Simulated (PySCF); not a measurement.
trans-(1R,2R)-1-bromo-2-fluorocyclopropane (C3H4BrF), SMILES F[C@@H]1C[C@H]1Br. Geometry optimised at PBE-D3(BJ)/def2-SVP.

Computed equilibrium geometry at PBE-D3(BJ)/def2-SVP (PySCF confirms it by a frequency run) as a Z-matrix:
```
C
H 1 1.1007
C 1 1.4963 2 116.90
F 3 1.3668 1 117.92 2 1.30
H 3 1.1041 4 112.61 1 -144.26
C 3 1.5048 5 118.93 4 145.76
H 6 1.1010 3 117.75 5 -0.37
H 6 1.1017 7 115.38 3 146.33
Br 1 1.9271 2 111.74 3 144.93
```
